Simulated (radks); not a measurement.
Values are calculated unless marked as measured or tabulated.
Problem. Dy3+, 63 electrons, occupied as [Kr] 4d10 4f9 5s2 5p4 6s2 (not the ground configuration). Code: a radial shooting solver on a logarithmic mesh with Libxc functionals. Model: scalar-relativistic Kohn-Sham, PBE, spin-unpolarised, spherical densities, finite nucleus; Fermi nuclear charge, rms radius 5.2218 fm. Some entries of the table are withheld. Estimate them.

orbital  occ.  eigenvalue (eV)  <r> (bohr)  <1/r> (bohr^-1)
1s          2        -53695.99     0.02112            74.55
2s          2        -8979.610     0.08978            17.33
2p          6        -7973.422     0.07945            16.09
3s          2        -2033.894      0.2345              (1)
3p          6        -1724.911      0.2334            5.976
3d         10        -1327.391      0.2121            5.668
4s          2        -438.2158      0.5296            2.690
4p          6        -336.4028      0.5610              (2)
4d         10        -197.6310         (3)            2.179
5s          2         -88.7182       1.250              (4)
5p          4         -63.0027       1.429           0.9144
4f          9         -46.2806      0.7823            1.645
6s          2              (5)       2.853           0.4499

Solution. 
(1) 3s <1/r> (bohr^-1): 6.376
(2) 4p <1/r> (bohr^-1): 2.468
(3) 4d <r> (bohr): 0.6077
(4) 5s <1/r> (bohr^-1): 1.062
(5) 6s eigenvalue (eV): -27.3058
